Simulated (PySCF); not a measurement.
# How well do the runs reproduce experiment for sulfur hexafluoride?

**What was measured.**

From NIST CCCBDB Release 22 (SRD 101), experimental polarizabilities, for the gas: mean polarisability 4.49 Å³.

The results are set against them at the end.

Compound: sulfur hexafluoride, SF6.
Atom-mapped SMILES: `[F:1][S:2]([F:3])([F:4])([F:5])([F:6])[F:7]`

Geometry (GFN2-xTB, Å), atoms numbered from 1 in this order:
```xyz
7
SF6 angstrom
F     -0.3886   -1.1075   -0.9474
S      0.0006    0.0007    0.1246
F      1.5402   -0.2235   -0.2042
F      0.0788   -1.1178    1.2529
F     -0.0777    1.1195   -1.0030
F      0.3895    1.1095    1.1967
F     -1.5395    0.2241    0.4530
```

Runs made with PySCF (gas phase, on this GFN2-xTB geometry; no spin–orbit coupling):

| level | job | basis functions | wall time |
| --- | --- | --- | --- |
| CAM-B3LYP/def2-SVPD | 8 singlets by full TDDFT, 3 Tamm–Dancoff triplets, polarisability | 165 | 18 s |

Hardware: x86-64 server, one thread, on a shared host.

**Comparison with experiment**

**Mean polarisability.** Measured: 4.49 Å³ (NIST CCCBDB Release 22 (SRD 101), experimental polarizabilities).

```json
{"level": "CAM-B3LYP/def2-SVPD", "computed (Å³)": "4.60", "computed − measured (Å³)": "+0.11", "% (from the printed values)": "+2"}
```

The computed values are static and purely electronic, with core orbitals frozen in the response (1 au = 0.148185 Å³). The table of measured values doesn't say here whether a value is static or optical, or holds a vibrational part.

No measured geometry was used, and the causes of the misses weren't examined.
